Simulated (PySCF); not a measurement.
Heteronuclear NMR

Geometry:
```csv
atom,x (Å),y (Å),z (Å)
C1,2.535,-0.678,-0.065
C2,1.322,-0.718,-0.602
C3,0.139,-0.059,-0.059
C4,-1.096,-0.379,-0.477
C5,-2.378,0.207,-0.012
C6,0.328,0.989,0.958
O7,-0.120,1.073,2.051
Cl8,1.349,2.310,0.326
H9,2.754,-0.123,0.832
H10,3.359,-1.208,-0.511
H11,1.143,-1.309,-1.491
H12,-1.187,-1.129,-1.253
H13,-3.042,-0.590,0.323
H14,-2.874,0.711,-0.842
H15,-2.238,0.912,0.801
```

Theoretical values (PySCF): shielding tensors at PBE0/pcSseg-1 (GIAO), GFN2-xTB geometry. Single conformer, gas phase, rapidly exchanging positions averaged, relativity neglected.

Task: Predict the 17O NMR data.

Result: 
```
atoms      environment  σ (ppm)  δ (ppm)
   O7  carbonyl oxygen   -282.8    524.3
```

Shieldings were converted by a linear fit to measured shifts: 17O: δ = 266.70 − 0.911σ (rms 10.7 ppm, 155 shifts, 12.2 ppm with the 3 outliers that the fit left out vs liquid water, solution or neat liquid). Occasional misses reach two or three times the rms, and more in compound classes unlike the fitted ones.

On a 300 MHz spectrometer 17O resonates near 40.7 MHz, so 1 ppm is 40.7 Hz.
